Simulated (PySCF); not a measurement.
**`O=C(O)/C=C/CCCl`, C₅H₇ClO₂**

Geometry:
```json
{"atom": "O1", "x (Å)": "2.789", "y (Å)": "0.215", "z (Å)": "-0.785"}
{"atom": "C2", "x (Å)": "2.411", "y (Å)": "0.242", "z (Å)": "0.360"}
{"atom": "O3", "x (Å)": "3.226", "y (Å)": "0.553", "z (Å)": "1.380"}
{"atom": "C4", "x (Å)": "1.043", "y (Å)": "-0.041", "z (Å)": "0.821"}
{"atom": "C5", "x (Å)": "0.080", "y (Å)": "-0.354", "z (Å)": "-0.041"}
{"atom": "C6", "x (Å)": "-1.334", "y (Å)": "-0.644", "z (Å)": "0.329"}
{"atom": "C7", "x (Å)": "-2.270", "y (Å)": "0.329", "z (Å)": "-0.383"}
{"atom": "Cl8", "x (Å)": "-3.969", "y (Å)": "-0.034", "z (Å)": "0.022"}
{"atom": "H9", "x (Å)": "4.119", "y (Å)": "0.739", "z (Å)": "1.050"}
{"atom": "H10", "x (Å)": "0.881", "y (Å)": "0.024", "z (Å)": "1.886"}
{"atom": "H11", "x (Å)": "0.327", "y (Å)": "-0.396", "z (Å)": "-1.095"}
{"atom": "H12", "x (Å)": "-1.584", "y (Å)": "-1.663", "z (Å)": "0.020"}
{"atom": "H13", "x (Å)": "-1.470", "y (Å)": "-0.566", "z (Å)": "1.408"}
{"atom": "H14", "x (Å)": "-2.175", "y (Å)": "0.250", "z (Å)": "-1.466"}
{"atom": "H15", "x (Å)": "-2.080", "y (Å)": "1.355", "z (Å)": "-0.069"}
```

The calculation used PySCF, quadratic response PBE0/aug-pcseg-1 first hyperpolarisability, Taylor convention, gas phase. Geometry: GFN2-xTB.

(1) Give the tensor of the second harmonic β(−2ω;ω,ω) at 800 nm in the axes of these coordinates.

Results:

(1) In au, Taylor convention; rows are the first index (the induced dipole):
|  | xx | yy | zz | xy | xz | yz |
| --- | --- | --- | --- | --- | --- | --- |
| x | -378.9 | +20.0 | +63.5 | -91.9 | +32.5 | +11.4 |
| y | -91.9 | +13.8 | +10.5 | +16.6 | +12.4 | -7.0 |
| z | +19.4 | -6.7 | -36.5 | +10.3 | +63.4 | +10.7 |

Norm of βᵢ = ⅓ Σⱼ (βᵢⱼⱼ + βⱼᵢⱼ + βⱼⱼᵢ): 305.7 au, hyper-Rayleigh value 157.8 au.
